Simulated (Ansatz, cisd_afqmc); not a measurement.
Species: Sb, charge -1, triplet.

Total energies in def2-QZVPPD, 6 correlated electrons, 9 frozen orbitals. Open shells are spin-unrestricted; no spin-orbit coupling. Cores are frozen in correlated methods (noble-gas shells, and filled d and f shells in the p block). Past Kr the def2 sets carry scalar-relativistic core potentials. The Monte Carlo rows (phaseless AFQMC, CISD trial, step 0.005/hartree) carry one-sigma bars that omit the constraint's bias. Outlying blocks are dropped, and bars are widened where a walk drifts. Over all cases where full CI ran beside it in this data, AFQMC minus full CI had a median of +0.1 mEh and passed +0.4 mEh in a tenth of the cases. Spin-orbit terms, left out, reach several kcal/mol for Br and I, and more for heavier atoms.

```tsv
method	program	energy (Eh)	minus CCSDT(Q) (mEh)
HF	Ansatz	-239.27399	112.56
MP2	Ansatz	-239.36551	21.04
CCSD	Ansatz	-239.38071	5.84
CCSD(T)	Ansatz	-239.38560	0.96
CCSDT(Q)	Ansatz	-239.38656	0.00
AFQMC/CISD	cisd_afqmc	-239.3860 ± 0.0002	0.5 ± 0.2
```

Ansatz is a first-principles code.
